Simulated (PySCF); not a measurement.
# Computed records: AlBClGeH3, AlBGeH3N, AlBGeH5O, AlGeH4O and others

Calculation on a computer-drawn molecule: optimised geometry and harmonic frequencies of an isolated molecule of the commonest isotopes, restricted reference for singlets and unrestricted otherwise, frozen core in MP2; on germanium a core potential holds 10 electrons, which the energies leave out, and 3d is frozen in MP2 and coupled-cluster steps. Program: PySCF 2.14.0.

Common to all runs: basis and core potential on germanium cc-pVDZ-PP ECP10MDF.

```yaml
- entry: 1
  formula: AlBClGeH3
  start_structure:
    atoms_angstrom:
      - [Al, -0.4863, -0.6328, 2.0481]
      - [Ge, -0.8084, -0.1649, -0.4528]
      - [B, 0.6746, 0.6579, 0.5268]
      - [Cl, 1.3841, -0.9651, 0.3556]
      - [H, -1.2404, 0.0421, 3.2218]
      - [H, 0.1056, -1.9443, 2.4985]
      - [H, 1.334, 1.539, 0.8833]
  given:
    charge: 0
    multiplicity: 1
    method: HF
    basis: "cc-pV(D+d)Z"
    drawn_bonds_atom: [1, 2, 3, 1, 1, 3]
    drawn_bonds_other_atom: [2, 3, 4, 5, 6, 7]
    drawn_bonds_order: [1, 1, 1, 1, 1, 1]
  results:
    optimised_atom_element: [Al, Ge, B, Cl, H, H, H]
    "optimised_atom_x [angstrom]": [-0.9118, -0.9083, 1.027, 2.398, -1.429, -0.5215, 1.309]
    "optimised_atom_y [angstrom]": [-0.8658, -0.1051, 0.5661, -0.5049, 0.1108, -2.359, 1.69]
    "optimised_atom_z [angstrom]": [2.401, -0.02027, 0.1696, -0.2256, 3.535, 2.748, 0.4736]
    "modes_frequency [cm^-1]": [55.97, 114.8, 158.2, 207.4, 294.9, 350.1, 488.7, 566.7, 764.9, 800.1, 829.7, 1068, 1970, 1981, 2723]
    "modes_reduced_mass [dalton]": [8.863, 4.33, 2.61, 1.24, 11.16, 1.175, 4.646, 1.16, 1.412, 1.697, 1.779, 1.326, 1.028, 1.056, 1.091]
    "rotational_constants [GHz]": [3.516, 1.433, 1.088]
    "total_energy [hartree]": -1021.2306
    "convergence_status_largest_gradient_component [hartree/bohr]": 3.067e-05
- entry: 2
  formula: AlBGeH3N
  start_structure:
    atoms_angstrom:
      - [Al, 2.8814, -2.322, 0.5636]
      - ["N", 1.537, -1.301, 0.1279]
      - [B, 0.6096, -0.5369, -0.286]
      - [Ge, -0.9826, 0.6562, -0.9081]
      - [H, 4.0733, -1.7967, 1.4243]
      - [H, 2.9649, -3.8438, 0.1978]
      - [H, -1.9565, -0.0466, 0.051]
  given:
    charge: 0
    multiplicity: 1
    method: HF
    basis: "cc-pV(D+d)Z"
    drawn_bonds_atom: [1, 2, 3, 1, 1, 4]
    drawn_bonds_other_atom: [2, 3, 4, 5, 6, 7]
    drawn_bonds_order: [1, 2, 1, 1, 1, 1]
  results:
    optimised_atom_element: [Al, "N", B, Ge, H, H, H]
    "optimised_atom_x [angstrom]": [2.919, 1.554, 0.5739, -1.004, 4.0, 3.037, -1.951]
    "optimised_atom_y [angstrom]": [-2.347, -1.349, -0.6514, 0.5679, -1.734, -3.835, 0.1574]
    "optimised_atom_z [angstrom]": [0.5869, 0.0591, -0.2947, -1.006, 1.558, 0.07699, 0.1902]
    "modes_frequency [cm^-1]": [79.52, 82.75, 103.3, 272.5, 279.6, 305.0, 605.7, 670.6, 741.3, 762.8, 855.0, 1992, 1999, 2020, 2033]
    "modes_reduced_mass [dalton]": [6.506, 4.781, 1.024, 10.45, 7.044, 5.211, 1.282, 1.184, 1.496, 3.507, 1.106, 1.061, 1.211, 1.752, 1.558]
    "rotational_constants [GHz]": [80.27, 0.821, 0.8193]
    "total_energy [hartree]": -616.1945
    "convergence_status_largest_gradient_component [hartree/bohr]": 3.165e-05
- entry: 3
  formula: AlBGeH3N
  start_structure:
    atoms_angstrom:
      - [Al, 2.9186, -2.3469, 0.5869]
      - ["N", 1.5536, -1.349, 0.0591]
      - [B, 0.5739, -0.6514, -0.2947]
      - [Ge, -1.0045, 0.5679, -1.0055]
      - [H, 4.0003, -1.7337, 1.5576]
      - [H, 3.0365, -3.835, 0.077]
      - [H, -1.9513, 0.1574, 0.1902]
  given:
    charge: 0
    multiplicity: 1
    method: MP2
    basis: "cc-pV(D+d)Z"
    drawn_bonds_atom: [1, 2, 3, 1, 1, 4]
    drawn_bonds_other_atom: [2, 3, 4, 5, 6, 7]
    drawn_bonds_order: [1, 2, 1, 1, 1, 1]
  results:
    optimised_atom_element: [Al, "N", B, Ge, H, H, H]
    "optimised_atom_x [angstrom]": [2.941, 1.552, 0.5413, -1.008, 4.009, 3.041, -1.949]
    "optimised_atom_y [angstrom]": [-2.363, -1.352, -0.6418, 0.5798, -1.727, -3.845, 0.1585]
    "optimised_atom_z [angstrom]": [0.5951, 0.06234, -0.2904, -1.019, 1.562, 0.07006, 0.1903]
    "modes_frequency [cm^-1]": [68.48, 73.97, 127.9, 234.3, 239.0, 288.1, 570.7, 640.1, 683.0, 715.0, 811.9, 1844, 1978, 1988, 1993]
    "modes_reduced_mass [dalton]": [6.747, 4.883, 1.021, 6.884, 6.478, 7.944, 1.27, 1.174, 1.28, 5.758, 1.099, 12.15, 1.022, 1.023, 1.063]
    "rotational_constants [GHz]": [78.65, 0.8094, 0.8077]
    "total_energy [hartree]": -616.5687
    "convergence_status_largest_gradient_component [hartree/bohr]": 3.943e-05
- entry: 4
  formula: AlBGeH5O
  start_structure:
    atoms_angstrom:
      - [Al, -1.6222, -0.791, 1.4236]
      - [O, -0.4466, -0.703, 0.1549]
      - [B, 0.417, -0.6513, -0.7112]
      - [Ge, -0.5786, -0.6809, -2.8144]
      - [H, -1.0991, -0.7109, 2.8525]
      - [H, -2.9962, -0.8122, 0.8997]
      - [H, 1.5577, -0.6631, -0.7808]
      - [H, -2.212, -0.7614, -2.8475]
      - [H, -0.3575, -0.6629, -4.358]
  given:
    charge: 1
    multiplicity: 1
    method: HF
    basis: "cc-pV(D+d)Z"
    drawn_bonds_atom: [1, 2, 3, 1, 1, 3, 4, 4]
    drawn_bonds_other_atom: [2, 3, 4, 5, 6, 7, 8, 9]
    drawn_bonds_order: [1, 1, 1, 1, 1, 1, 1, 1]
  results:
    optimised_atom_element: [Al, O, B, Ge, H, H, H, H, H]
    "optimised_atom_x [angstrom]": [-1.523, -0.8975, -0.05284, -0.6097, -1.063, -2.465, 0.9755, -1.462, -0.2399]
    "optimised_atom_y [angstrom]": [-0.5786, -0.7454, -1.121, -0.5744, 0.7312, -1.743, -1.715, -1.425, 0.7342]
    "optimised_atom_z [angstrom]": [1.636, -0.0111, -0.9165, -2.948, 2.339, 2.057, -0.8136, -3.884, -3.639]
    "modes_frequency [cm^-1]": [48.82, 82.03, 84.81, 127.3, 164.5, 376.6, 410.7, 581.6, 597.0, 647.6, 684.3, 798.1, 863.2, 953.5, 1140, 1526, 2086, 2110, 2272, 2287, 2777]
    "modes_reduced_mass [dalton]": [1.05, 1.269, 5.993, 2.649, 7.331, 1.052, 2.46, 1.234, 3.586, 1.172, 1.943, 1.068, 1.585, 1.043, 1.163, 8.532, 1.019, 1.068, 1.018, 1.025, 1.103]
    "rotational_constants [GHz]": [20.3, 0.9735, 0.9544]
    "total_energy [hartree]": -637.5711
    "convergence_status_largest_gradient_component [hartree/bohr]": 1.83e-05
- entry: 5
  formula: AlGeH4O
  start_structure:
    atoms_angstrom:
      - [Al, -1.2958, 1.0337, 1.9682]
      - [O, -0.0426, -0.1491, 1.7268]
      - [Ge, 1.1782, -1.2181, 1.3848]
      - [H, -1.1795, 2.3224, 1.1805]
      - [H, -2.3017, 0.6159, 3.0733]
      - [H, 0.9021, -2.3018, 0.2498]
      - [H, 2.3916, -1.1266, 2.221]
  given:
    charge: 1
    multiplicity: 1
    method: HF
    basis: "cc-pV(D+d)Z"
    drawn_bonds_atom: [1, 2, 1, 1, 3, 3]
    drawn_bonds_other_atom: [2, 3, 4, 5, 6, 7]
    drawn_bonds_order: [1, 1, 1, 1, 1, 1]
  results:
    optimised_atom_element: [Al, O, Ge, H, H, H, H]
    "optimised_atom_x [angstrom]": [-1.31, -0.03615, 1.164, -1.173, -2.322, 0.9104, 2.42]
    "optimised_atom_y [angstrom]": [1.054, -0.1308, -1.246, 2.344, 0.5797, -2.264, -1.16]
    "optimised_atom_z [angstrom]": [2.005, 1.682, 1.379, 1.145, 3.087, 0.2972, 2.209]
    "modes_frequency [cm^-1]": [108.5, 115.4, 116.0, 426.0, 579.5, 644.3, 671.7, 740.9, 795.7, 916.5, 1093, 2085, 2111, 2347, 2379]
    "modes_reduced_mass [dalton]": [4.363, 4.964, 1.009, 11.13, 1.239, 1.129, 1.185, 1.077, 1.088, 1.075, 8.665, 1.018, 1.069, 1.013, 1.029]
    "rotational_constants [GHz]": [65.33, 1.879, 1.875]
    "total_energy [hartree]": -612.2748
    "convergence_status_largest_gradient_component [hartree/bohr]": 2.851e-05
- entry: 6
  formula: AlGeH4O
  start_structure:
    atoms_angstrom:
      - [Al, -1.3099, 1.0542, 2.005]
      - [O, -0.0362, -0.1308, 1.6823]
      - [Ge, 1.1639, -1.2464, 1.3794]
      - [H, -1.1734, 2.3436, 1.1452]
      - [H, -2.3223, 0.5797, 3.0868]
      - [H, 0.9104, -2.2643, 0.2972]
      - [H, 2.4196, -1.1596, 2.2086]
  given:
    charge: 1
    multiplicity: 1
    method: MP2
    basis: "cc-pV(D+d)Z"
    drawn_bonds_atom: [1, 2, 1, 1, 3, 3]
    drawn_bonds_other_atom: [2, 3, 4, 5, 6, 7]
    drawn_bonds_order: [1, 1, 1, 1, 1, 1]
  results:
    optimised_atom_element: [Al, O, Ge, H, H, H, H]
    "optimised_atom_x [angstrom]": [-1.338, -0.04052, 1.18, -1.171, -2.332, 0.9142, 2.44]
    "optimised_atom_y [angstrom]": [1.08, -0.127, -1.261, 2.356, 0.5746, -2.281, -1.165]
    "optimised_atom_z [angstrom]": [2.012, 1.684, 1.375, 1.138, 3.096, 0.2853, 2.214]
    "modes_frequency [cm^-1]": [76.81, 89.19, 150.7, 396.8, 536.8, 619.3, 622.7, 682.0, 758.3, 866.7, 1037, 2059, 2097, 2269, 2312]
    "modes_reduced_mass [dalton]": [5.618, 4.837, 1.008, 11.63, 1.215, 1.111, 1.169, 1.065, 1.082, 1.068, 9.352, 1.017, 1.07, 1.013, 1.029]
    "rotational_constants [GHz]": [64.07, 1.818, 1.815]
    "total_energy [hartree]": -612.6032
    "convergence_status_largest_gradient_component [hartree/bohr]": 2.447e-05
- entry: 7
  formula: AlClGeH4N
  start_structure:
    atoms_angstrom:
      - [Al, -2.399, -1.9273, -1.0611]
      - ["N", -0.9954, -0.8647, -0.5686]
      - [Ge, 0.3238, 0.0507, -1.4276]
      - [Cl, 2.0792, -1.1552, -1.5959]
      - [H, -2.2237, -3.3515, -1.6066]
      - [H, -0.8786, -0.8049, 0.4333]
      - [H, 0.7353, 1.3352, -0.6658]
      - [H, -0.1121, 0.3423, -2.8585]
  given:
    charge: 0
    multiplicity: 2
    method: HF
    basis: "cc-pV(D+d)Z"
    drawn_bonds_atom: [1, 2, 3, 1, 2, 3, 3]
    drawn_bonds_other_atom: [2, 3, 4, 5, 6, 7, 8]
    drawn_bonds_order: [1, 1, 1, 1, 1, 1, 1]
  results:
    optimised_atom_element: [Al, "N", Ge, Cl, H, H, H, H]
    "optimised_atom_x [angstrom]": [-2.14, -0.9156, 0.2347, 2.205, -2.353, -0.7402, 0.4816, -0.2432]
    "optimised_atom_y [angstrom]": [-2.215, -0.9569, -0.07206, -1.026, -2.536, -0.7489, 1.353, -0.1731]
    "optimised_atom_z [angstrom]": [-0.7125, -0.3414, -1.44, -1.389, -2.255, 0.6289, -0.9631, -2.879]
    "modes_frequency [cm^-1]": [41.08, 169.7, 175.6, 290.6, 409.5, 519.5, 551.6, 574.6, 687.5, 771.3, 846.2, 905.3, 944.7, 1232, 1924, 2270, 2293, 3755]
    "modes_reduced_mass [dalton]": [5.418, 2.177, 4.01, 2.072, 26.88, 1.475, 1.141, 1.888, 1.318, 1.247, 1.502, 1.514, 1.169, 1.25, 1.043, 1.021, 1.019, 1.075]
    "rotational_constants [GHz]": [5.517, 1.367, 1.175]
    "total_energy [hartree]": -1051.6388
    spin_squared: 0.7545
    "convergence_status_largest_gradient_component [hartree/bohr]": 3.148e-05
- entry: 8
  formula: CH4AlClGe
  start_structure:
    atoms_angstrom:
      - [Al, -2.077, 0.0913, -1.6002]
      - [C, -0.3218, 0.4758, -0.8853]
      - [Ge, 0.9461, -0.862, -0.1181]
      - [Cl, 2.7242, -0.0065, 0.5306]
      - [H, 0.2782, 0.9279, -1.6884]
      - [H, -0.4393, 1.2837, -0.1053]
      - [H, 1.3469, -1.9979, -1.0029]
      - [H, 0.3321, -1.5801, 1.1498]
  given:
    charge: 0
    multiplicity: 1
    method: HF
    basis: "cc-pV(D+d)Z"
    drawn_bonds_atom: [1, 2, 3, 2, 2, 3, 3]
    drawn_bonds_other_atom: [2, 3, 4, 5, 6, 7, 8]
    drawn_bonds_order: [1, 1, 1, 1, 1, 1, 1]
  results:
    optimised_atom_element: [Al, C, Ge, Cl, H, H, H, H]
    "optimised_atom_x [angstrom]": [-2.095, -0.2655, 0.8887, 2.774, 0.2991, -0.4063, 1.297, 0.2967]
    "optimised_atom_y [angstrom]": [0.02166, 0.4686, -0.8829, 0.02158, 0.9394, 1.247, -1.962, -1.521]
    "optimised_atom_z [angstrom]": [-1.597, -0.8693, -0.09359, 0.5647, -1.689, -0.1036, -1.095, 1.163]
    "modes_frequency [cm^-1]": [44.12, 92.05, 178.4, 409.3, 427.0, 494.9, 541.1, 685.7, 720.8, 839.6, 951.7, 1014, 1026, 1470, 2236, 2247, 3118, 3173]
    "modes_reduced_mass [dalton]": [3.789, 16.98, 12.23, 36.7, 1.095, 5.579, 1.279, 3.129, 1.034, 1.097, 1.037, 1.08, 1.374, 1.089, 1.025, 1.015, 1.058, 1.1]
    "rotational_constants [GHz]": [10.13, 1.097, 1.009]
    "total_energy [hartree]": -1035.0217
    "convergence_status_largest_gradient_component [hartree/bohr]": 4.289e-05
- entry: 9
  formula: CH7B2Ge
  start_structure:
    atoms_angstrom:
      - [B, 1.6055, 1.0205, -1.1997]
      - [C, 0.5856, 1.0946, -0.1768]
      - [Ge, -0.356, -0.946, -0.3956]
      - [B, -1.8676, -1.0239, 0.8114]
      - [H, 2.3709, 0.8324, -1.9149]
      - [H, -0.325, 1.7243, -0.3316]
      - [H, 0.7837, 1.0749, 0.8029]
      - [H, 0.839, -1.8782, -0.2966]
      - [H, -0.6171, -1.0394, -1.9628]
      - [H, -2.489, -1.9412, 0.9394]
      - [H, -2.1453, -0.1127, 1.4991]
  given:
    charge: 1
    multiplicity: 1
    method: HF
    basis: cc-pVDZ
    drawn_bonds_atom: [1, 2, 3, 1, 2, 2, 3, 3, 4, 4]
    drawn_bonds_other_atom: [2, 3, 4, 5, 6, 7, 8, 9, 10, 11]
    drawn_bonds_order: [1, 1, 1, 1, 1, 1, 1, 1, 1, 1]
  results:
    optimised_atom_element: [B, C, Ge, B, H, H, H, H, H, H, H]
    "optimised_atom_x [angstrom]": [1.611, 0.5398, -0.3236, -1.925, 2.462, -0.2689, 0.868, 0.8455, -0.6866, -2.534, -2.203]
    "optimised_atom_y [angstrom]": [1.033, 1.003, -0.9436, -1.023, 0.9722, 1.708, 1.047, -1.883, -0.9861, -2.045, -0.07848]
    "optimised_atom_z [angstrom]": [-1.177, -0.2187, -0.4632, 0.8762, -1.983, -0.43, 0.8232, -0.182, -1.945, 0.9279, 1.547]
    "modes_frequency [cm^-1]": [45.51, 124.2, 133.1, 170.0, 382.1, 394.1, 495.1, 555.3, 615.4, 656.4, 821.7, 844.8, 848.9, 938.6, 944.5, 973.0, 1024, 1234, 1269, 1480, 2255, 2258, 2734, 2853, 2968, 3205, 3284]
    "modes_reduced_mass [dalton]": [2.228, 1.053, 2.95, 3.324, 1.08, 5.654, 1.112, 4.4, 1.031, 1.179, 1.147, 1.181, 1.29, 1.08, 1.115, 1.326, 1.326, 1.148, 2.178, 1.48, 1.021, 1.02, 1.047, 1.133, 1.12, 1.059, 1.105]
    "rotational_constants [GHz]": [10.84, 2.874, 2.374]
    "total_energy [hartree]": -384.3701
    "convergence_status_largest_gradient_component [hartree/bohr]": 2.668e-05
- entry: 10
  formula: CH5BGeN
  start_structure:
    atoms_angstrom:
      - [B, 2.0212, -1.7972, 0.5446]
      - [C, 1.5813, -1.7253, -0.8591]
      - [Ge, 0.4632, 0.2572, -1.1396]
      - ["N", 0.7975, 1.8878, -1.0685]
      - [H, 2.3696, -1.8266, 1.5891]
      - [H, 2.3077, -1.6649, -1.6336]
      - [H, 0.712, -2.3949, -1.1761]
      - [H, -0.8475, -0.144, -1.7198]
      - [H, 1.6691, 2.3531, -0.7165]
  given:
    charge: 1
    multiplicity: 1
    method: HF
    basis: cc-pVDZ
    drawn_bonds_atom: [1, 2, 3, 1, 2, 2, 3, 4]
    drawn_bonds_other_atom: [2, 3, 4, 5, 6, 7, 8, 9]
    drawn_bonds_order: [1, 1, 2, 1, 1, 1, 1, 1]
  results:
    optimised_atom_element: [B, C, Ge, "N", H, H, H, H, H]
    "optimised_atom_x [angstrom]": [1.905, 1.521, 0.3516, 0.9319, 2.182, 2.397, 0.9315, -1.054, 1.908]
    "optimised_atom_y [angstrom]": [-1.654, -1.528, 0.196, 1.737, -1.705, -1.356, -2.382, -0.2559, 1.893]
    "optimised_atom_z [angstrom]": [0.4562, -0.9354, -1.178, -0.9979, 1.596, -1.575, -1.286, -1.46, -0.7994]
    "modes_frequency [cm^-1]": [44.93, 146.1, 219.9, 336.5, 423.7, 498.8, 691.6, 763.8, 804.6, 828.0, 849.4, 959.2, 1032, 1039, 1242, 1463, 2362, 2967, 3169, 3248, 3781]
    "modes_reduced_mass [dalton]": [2.519, 2.854, 3.375, 1.343, 5.153, 1.159, 1.052, 1.061, 1.193, 1.338, 1.379, 1.261, 1.384, 3.055, 2.63, 1.363, 1.021, 1.118, 1.058, 1.103, 1.078]
    "rotational_constants [GHz]": [11.27, 3.191, 2.742]
    "total_energy [hartree]": -412.9198
    "convergence_status_largest_gradient_component [hartree/bohr]": 2.284e-05
```
